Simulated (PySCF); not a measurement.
CuI, SMILES [Cu][I] (connectivity only; charge and spin as stated), charge -1, multiplicity 2.

The structure is a stationary point at PBE0-D3(BJ)/def2-TZVPD. The spin state was assumed, not searched. The def2 effective core potentials stand for the cores of I; spin–orbit coupling is left out.

Calculation: PBE0-D3(BJ)/def2-TZVPD (PySCF).

Frequencies are harmonic and unscaled.

```
mode  ν (cm⁻¹)  IR (km/mol)  moving atoms (share of kinetic energy)
----  --------  -----------  --------------------------------------
1          168         13.7                         Cu 67 %, I 33 %
```
